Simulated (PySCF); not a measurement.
Coordinates in bohr (charge -1 multiplicity 1):
```
Co    0.0000    0.0000    0.0000
S     0.0000    0.0000    3.7908
S     0.0000    0.0000   -3.7908
```

These are results of B3LYP in PySCF with Co def2-SVPD, S def2-SVPD; no relativity; density-fitted integrals, not measurements.

This geometry of CoS₂⁻ is a stationary point at this level.

What is the point group?

D∞h.

Is it a minimum?

No: it has 2 imaginary modes (one degenerate set), at 82i cm⁻¹ (πu).

Which band is strongest in the infrared?

569 cm⁻¹ (σu+), 194 km/mol.

What are the dipole moment and the gap between the highest occupied and lowest empty levels?

0.00 D about the centre of mass and 3.04 eV.

Stability towards spin polarisation was not tested. This need not be the most stable arrangement of these atoms. The lowest empty level of this anion is unbound, so it and the gap depend on the basis. At this level a quintet minimum of D∞h symmetry lies 122 kJ/mol below this structure.
